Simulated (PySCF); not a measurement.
Radiative rates from a computed spectrum

Species: C3HCl2FO.
SMILES: `O=C=C(F)C(Cl)Cl`

Computed with TDDFT PBE0/def2-SVPD, vertical, gas phase, core orbitals frozen in the response in PySCF 2.14.0, density-fitted response routines. Isolated species at its GFN2-xTB geometry (one conformer only). Torsions of this conformer, `[O:1]=[C:2]=[C:3]([F:4])[CH:5]([Cl:6])[Cl:7]`: C2–C3–C5–Cl6 -63°.

Relations used (vacuum, state to state): A = 0.6670 f ν̃² s⁻¹ (ν̃ in cm⁻¹); τ = 1/A; f = (2/3) ΔE |μ|² in atomic units; ∫σ dE = 109.76 f Mb·eV.

The rates are for emission to S0 at the absorption energy, with no other channel.

Energies and rates of the computed singlets with f of 0.002 or more:

```json
{"state": "S4", "λ (nm)": "228.7", "A (s⁻¹)": "4.72×10⁶"}
{"state": "S6", "λ (nm)": "210.3", "A (s⁻¹)": "1.18×10⁸"}
{"state": "S7", "λ (nm)": "204.9", "A (s⁻¹)": "1.43×10⁸"}
{"state": "S8", "λ (nm)": "184.4", "A (s⁻¹)": "5.73×10⁶"}
```

Problem. Go back from the rates to the oscillator strengths and transition dipoles.

Solution. f = A / (0.6670 ν̃²), and |μ| follows from f:

| state | f | \|μ\| (D) | τ | main configurations (H = HOMO, L = LUMO) |
| --- | --- | --- | --- | --- |
| S4 | 0.0037 | 0.42 | 210 ns | H→L+1 (91%) |
| S6 | 0.078 | 1.87 | 8.5 ns | H→L+2 (47%), H-4→L (45%) |
| S7 | 0.090 | 1.98 | 7 ns | H-4→L (54%), H→L+2 (41%) |
| S8 | 0.0029 | 0.34 | 170 ns | H→L+3 (91%) |

Problem. Suppose S4 emitted 0.3 eV lower with the same transition dipole. How would A change?

Solution. At fixed |μ|, A goes as the cube of the energy: (5.12/5.42)³ = 0.84, which makes τ about 250 ns.

Problem. By what factor does the largest A in the list exceed the smallest?

Solution. S7 has 30 times the rate of S4.

Problem. What is the integrated cross-section of all computed states together?

Solution. Σf = 0.177 over S1 to S8, so 109.76 × Σf ≈ 19.4 Mb·eV.

Time: 20 s wall. Hardware: an Arm Neoverse V1 with one thread, no GPU (shared host).
